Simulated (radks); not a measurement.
Results of a calculation; reference values are marked as such.
Question: The silicon ion Si6+ is in [He] 2s2 2p4. Code: a radial shooting solver on a logarithmic mesh with Libxc functionals. Model: scalar-relativistic Kohn-Sham, PBEsol, spin-polarised, spherical densities, finite nucleus; Fermi nuclear charge, rms radius of each element as measured or else 0.836 A^(1/3) + 0.57 fm. Open shells are filled with parallel spins first. One electron is removed from 2p, 2s, 1s in turn, with full relaxation. Which removal costs least, and what does each cost?

Answer: 2p 245.56 eV; 2s 284.69 eV; 1s 2012.2 eV. The 2p electron leaves first.
